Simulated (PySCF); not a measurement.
Correlation energy of Ag (silver, neutral)

[Kr] 4d9 5s2, 2D determinant (an excited configuration). Calculation: PySCF 2.14, in x2c-TZVPPall; the spin-free X2C one-electron Hamiltonian (Gaussian nucleus). Frozen: [Kr]; 11 electrons correlated.

```csv
level,correlation energy (mhartree)
CCSD,-349.55
(T),-12.65
CCSD(T),-362.20
```

Diagnostics: T1 = 0.018, D1 = 0.0633, largest double amplitude 0.075.

Cost of the coupled-cluster step: roughly 13 core-seconds, for 11 correlated electrons.

Iterations:

```
CC2 = 0
CCSD nocc = (np.int64(6), np.int64(5)), nmo = (61, 61)
frozen orbitals [[0, 1, 2, 3, 4, 5, 6, 7, 8, 9, 10, 11, 12, 13, 14, 15, 16, 17], [0, 1, 2, 3, 4, 5, 6, 7, 8, 9, 10, 11, 12, 13, 14, 15, 16, 17]]
max_cycle = 100
direct = 0
conv_tol = 1e-08
conv_tol_normt = 1e-06
diis_space = 8
diis_start_cycle = 0
Init t2, MP2 energy = -0.36651104532789
Init E_corr(UCCSD) = -0.366511045339833
cycle = 1  E_corr(UCCSD) = -0.341268498058854  dE = 0.0252425473  norm(t1,t2) = 0.0763276
cycle = 2  E_corr(UCCSD) = -0.348528712166084  dE = -0.00726021411  norm(t1,t2) = 0.0219977
cycle = 3  E_corr(UCCSD) = -0.348819522232006  dE = -0.000290810066  norm(t1,t2) = 0.0104185
cycle = 4  E_corr(UCCSD) = -0.349546337768087  dE = -0.000726815536  norm(t1,t2) = 0.00200858
cycle = 5  E_corr(UCCSD) = -0.349547841946108  dE = -1.50417802e-06  norm(t1,t2) = 0.000498372
cycle = 6  E_corr(UCCSD) = -0.349540757163419  dE = 7.08478269e-06  norm(t1,t2) = 0.000226949
cycle = 7  E_corr(UCCSD) = -0.349545205603441  dE = -4.44844002e-06  norm(t1,t2) = 9.92269e-05
cycle = 8  E_corr(UCCSD) = -0.349545452418752  dE = -2.46815311e-07  norm(t1,t2) = 2.18038e-05
cycle = 9  E_corr(UCCSD) = -0.349544909357822  dE = 5.4306093e-07  norm(t1,t2) = 7.66038e-06
cycle = 10  E_corr(UCCSD) = -0.349545055051482  dE = -1.45693661e-07  norm(t1,t2) = 2.57948e-06
cycle = 11  E_corr(UCCSD) = -0.349545052459189  dE = 2.59229305e-09  norm(t1,t2) = 9.24723e-07
UCCSD converged
E(UCCSD) = -5313.025884793182  E_corr = -0.3495450524591892
UCCSD(T) correction = -0.0126463417067441
```
